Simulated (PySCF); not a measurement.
Structure with atom numbers: `[CH2:1]=[C:2]([CH3:3])[Si@H:4]1[SiH2:5][O:6][CH:7]=[C:8]1[O:9][CH3:10]`. Hydrogens are named by the atom that carries them. Ha(Si5) is cis to C2 on the ring; Ha(C1) is cis to C3; Hb(Si5) is trans to C2 on the ring; Hb(C1) is trans to C3.

Level of theory: coordinates at the GFN2-xTB level, PBE0/pcSseg-1 with gauge-including orbitals, in PySCF 2.14 (single conformer, no relativistic terms, one averaged value for each set of equivalent atoms, in vacuum).

Predict the 2D correlation tables (HSQC, COSY, HMBC).

## Answers



HSQC (one-bond C–H):
| δH | δC |
| --- | --- |
| 6.44 (H(C7)) | 141.9 (C7) |
| 6.14 (Ha(C1)) | 136.3 (C1) |
| 5.78 (Hb(C1)) | 136.3 (C1) |
| 3.62 (H(C10)) | 57.7 (C10) |
| 2.11 (H(C3)) | 27.2 (C3) |

COSY cross peaks (H two or three bonds apart, from the bond graph; peaks can be absent where the dihedral angle is near 90°):
| δH | δH |
| --- | --- |
| 6.14 (Ha(C1)) | 5.78 (Hb(C1)) |
| 5.35 (Ha(Si5)) | 5.20 (Hb(Si5)) |
| 5.35 (Ha(Si5)) | 5.05 (H(Si4)) |
| 5.20 (Hb(Si5)) | 5.05 (H(Si4)) |

HMBC (two and three bonds, from the bond graph):
| δH | δC |
| --- | --- |
| 6.44 (H(C7)) | 155.0 (C8) |
| 6.14 (Ha(C1)) | 150.2 (C2), 27.2 (C3) |
| 5.78 (Hb(C1)) | 150.2 (C2), 27.2 (C3) |
| 5.35 (Ha(Si5)) | 155.0 (C8), 150.2 (C2), 141.9 (C7) |
| 5.20 (Hb(Si5)) | 155.0 (C8), 150.2 (C2), 141.9 (C7) |
| 5.05 (H(Si4)) | 155.0 (C8), 150.2 (C2), 141.9 (C7), 136.3 (C1), 27.2 (C3) |
| 3.62 (H(C10)) | 155.0 (C8) |
| 2.11 (H(C3)) | 150.2 (C2), 136.3 (C1) |

Shifts are taken against calculated references (same method and geometry level): ¹H (σref 31.72) and ¹³C (σref 186.93) vs TMS.

Short H···H contacts in this conformer between protons four or more bonds apart (candidates for NOE cross peaks, intensity ∝ r⁻⁶): Ha(C1)···H(C3) 2.39 Å, H(C7)···H(C10) 2.42 Å, Hb(C1)···H(Si4) 2.75 Å.

Shifts are as computed. Against solution values, carbons near 30 ppm lie about +3 ppm off and those near 130 ppm about +5 ppm. Of 1309 compounds with measured shifts, 239 miss one by over three times the rms of a fit or turn the order of signals round; such compounds aren't used in these exercises.
